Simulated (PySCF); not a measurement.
SMILES [Si](F)(F)(F)CCC#C (C₄H₅F₃Si) (GFN2-xTB optimised geometry):

```
13

C      2.368     0.288     1.075
C      1.175     0.333     1.149
C     -0.273     0.368     1.201
C     -0.877    -0.385     0.000
Si    -2.753    -0.385     0.000
F     -3.399    -1.087     1.270
F     -3.398     1.066     0.000
F     -3.415    -1.117    -1.243
H      3.415     0.257     1.029
H     -0.603     1.411     1.196
H     -0.605    -0.088     2.137
H     -0.500    -1.411     0.009
H     -0.500     0.069    -0.920
```

Calculation: CAM-B3LYP/def2-TZVP (PySCF).

What are the frontier orbital energies and the dipole moment?

HOMO-2 -11.84 eV, HOMO-1 -9.56 eV, HOMO -9.55 eV, LUMO 1.29 eV, LUMO+1 1.78 eV; dipole moment 2.41 D.

Meta-Löwdin charges at CAM-B3LYP/def2-TZVP: C1 -0.22, C2 -0.03, C3 -0.19, C4 -0.48, Si5 1.66, F6 -0.49, F7 -0.49, F8 -0.49, H9 0.17, H10 0.14, H11 0.14, H12 0.14, H13 0.14.
